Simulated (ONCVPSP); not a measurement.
**What one change does to a pseudopotential (Ag, ONCV)**

silver, optimised norm-conserving Vanderbilt (ONCV), made with ONCVPSP 4.0.1 (LDA (Perdew-Zunger), scalar-relativistic). Core [Ar] 3d10, reference 4s2 4p6 4d10 5s1. Waves: 4s+5s: rc 1.40 bohr, ncon 5, nbas 8, qcut 9.2 1/bohr, 2 projectors; 4p: rc 1.50 bohr, ncon 4, nbas 8, qcut 10.4 1/bohr, 2 projectors, debl 2.8 Ha; 4d: rc 1.40 bohr, ncon 4, nbas 9, qcut 9.2 1/bohr, local. Local part: the d channel. Core correction: none.

All-electron outer shells of the reference configuration (LDA (Perdew-Zunger), scalar-relativistic, ld1.x):

```json
{"shell": "3d", "level (eV)": "-358.91", "outermost node (bohr)": "–", "outermost maximum (bohr)": "0.27"}
{"shell": "4s", "level (eV)": "-95.08", "outermost node (bohr)": "0.44", "outermost maximum (bohr)": "0.82"}
{"shell": "4p", "level (eV)": "-58.67", "outermost node (bohr)": "0.44", "outermost maximum (bohr)": "0.87"}
{"shell": "4d", "level (eV)": "-7.66", "outermost node (bohr)": "0.43", "outermost maximum (bohr)": "1.04"}
{"shell": "5s", "level (eV)": "-4.72", "outermost node (bohr)": "1.11", "outermost maximum (bohr)": "2.49"}
```

Change: s: qcut 5.9.

Cutoffs: the cutoffs (Ha) at which the residual kinetic energy of the hardest occupied pseudo-wave falls to 1 and 0.1 mHa per electron; they do not see the model core or the augmentation charge, which bear on the density cutoff. Errors are all-electron minus pseudo energies relative to the spin-unpolarised reference configuration.

Task: Predict the effect on cutoff, ghosts and configuration errors.

Result: The potential gets harder (35 Ha and 40 Ha → 76 Ha and 89 Ha); the errors of the 4 common tests hardly move; neither file shows a bound ghost.

| quantity | base | changed |
| --- | --- | --- |
| cutoff, loose | 35 Ha | 76 Ha |
| cutoff, tight | 40 Ha | 89 Ha |
| loose cutoff by channel | s 35 Ha, p 25 Ha, d 32 Ha | s 76 Ha, p 25 Ha, d 32 Ha |
| bound ghosts | none | none |
| GHOST(+) flags under 300 eV | none | none |
| error for 4s2 4p6 4d10 5s0, meV [ΔE 8.10 eV] | -1.1 | -1.4 |
| error for 4s2 4p6 4d9 5s0, meV [ΔE 30.49 eV] | -3.8 | -3.9 |
| error for 4s2 4p6 4d8 5s0, meV [ΔE 66.92 eV] | -6.2 | -6.2 |
| error for 4s2 4p6 4d10 5s0.5, meV [ΔE 3.19 eV] | -0.5 | -0.5 |
| s: phases at 1.42 bohr within 0.05 rad from the reference energy up to (Ha; the scan ends near 5) | to the end of the scan | to the end of the scan |
| p: phases at 1.53 bohr within 0.05 rad from the reference energy up to (Ha; the scan ends near 5) | to the end of the scan | to the end of the scan |
| d: phases at 1.42 bohr within 0.05 rad from the reference energy up to (Ha; the scan ends near 5) | to the end of the scan | to the end of the scan |
